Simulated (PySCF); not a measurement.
# What a mistake does to a calculation on B2GeH4N anion

These are calculations, not measurements. The program is PySCF 2.14.0, an open-source quantum chemistry code, run on an isolated molecule that a program drew, which may never have been made. The molecule is B2GeH4N anion (charge -1, singlet), drawn as the SMILES string `BB=[N][GeH2-]`.

Each row is a Hartree-Fock (HF) and frozen-core CCSD(T) single point in the aug-cc-pVDZ basis, meant for a local HF minimum. Run 1 is clean. Each other run has one planted mistake out of seven kinds, and not every kind appears here: one electron removed, one electron added, multiplicity raised by two, geometry at a saddle point, minimal basis STO-3G, one bond length entered in bohr, all coordinates scaled. The reference is restricted for singlets and unrestricted otherwise, and also for a bond in bohr. Adding or removing an electron swaps singlet and doublet. Electrons count all cores. HOMO and LUMO are orbital energies over both spins, the gradient is its largest component, and the lowest frequency (negative if imaginary) is given only where the gradient is small. Bond lengths are over the 7 bonds as drawn. T1 is the CCSD diagnostic: over 0.02 (restricted) or 0.045 (unrestricted) a single reference is doubtful. Germanium has the aug-cc-pVDZ-PP basis, with a core potential (ECP10MDF) in place of its 10 inner electrons, and its 3s, 3p and 3d shells are frozen in CCSD(T).

Geometry of the clean run:
```xyz
8
B2GeH4N anion, angstrom
B    -1.6621    3.4097    1.3328
B    -0.7773    1.9945    1.4170
N    -0.1241    0.9441    1.4971
Ge    0.9465   -0.6848    1.3272
H    -1.1518    4.4911    1.4728
H    -2.8491    3.4092    1.1318
H    -0.0349   -1.6351    2.1727
H     1.9312   -0.3833    2.5603
```

| run | electrons | basis functions | <S^2> | HOMO (eV) | LUMO (eV) | gradient (hartree/bohr) | lowest frequency (cm^-1) | mean bond (Å) | longest bond (Å) | T1 | HF (hartree) | CCSD(T) (hartree) | mistake |
|---|---|---|---|---|---|---|---|---|---|---|---|---|---|
| 1 | 54 | 137 | 0.000 | -2.37 | 3.01 | 4.6e-05 | 95 | 1.4983 | 1.957 | 0.0263 | -399.52217 | -400.03911 | no fault |
| 2 | 54 | 137 | 0.000 | -2.43 | 3.01 | 1.5e-02 | - | 1.5148 | 1.978 | 0.0262 | -399.52134 | -400.04043 | all coordinates scaled |
| 3 | 54 | 137 | 2.030 | -1.08 | 2.76 | 1.1e-01 | - | 1.4983 | 1.957 | 0.0215 | -399.47700 | -399.97839 | multiplicity raised by two |
| 4 | 54 | 137 | 0.810 | -1.54 | 2.99 | 2.3e-02 | - | 1.7025 | 3.036 | 0.0684 | -399.45201 | -399.96334 | one bond length entered in bohr |
| 5 | 53 | 137 | 0.761 | -9.83 | -0.49 | 6.6e-02 | - | 1.4983 | 1.957 | 0.0192 | -399.47442 | -399.95255 | ? |
| 6 | 54 | 137 | 0.000 | -0.42 | 3.31 | 5.5e-05 | -872 | 1.4430 | 1.773 | 0.0457 | -399.46264 | -400.00171 | ? |

**Which mistake was planted in run 5, and what did it cost?**

It counts 53 electrons, one fewer than the clean run, at the same geometry and basis. So the mistake is: one electron removed. Subtracting run 1 and multiplying by 627.51 kcal/mol a hartree, the energy moved by 30.0 kcal/mol in HF and 54.3 kcal/mol in CCSD(T).

**Which mistake was planted in run 6, and what did it cost?**

The gradient is small, so the point is stationary, but the lowest frequency is imaginary (-872 cm^-1). So the mistake is: geometry at a saddle point. Subtracting run 1 and multiplying by 627.51 kcal/mol a hartree, the energy moved by 37.4 kcal/mol in HF and 23.5 kcal/mol in CCSD(T).

Cautions from the logs. Run 1: T1 is over the limit, so its CCSD(T) energy is less reliable; run 2: T1 is over the limit, so its CCSD(T) energy is less reliable; run 4: T1 is over the limit, so its CCSD(T) energy is less reliable; run 6: T1 is over the limit, so its CCSD(T) energy is less reliable.
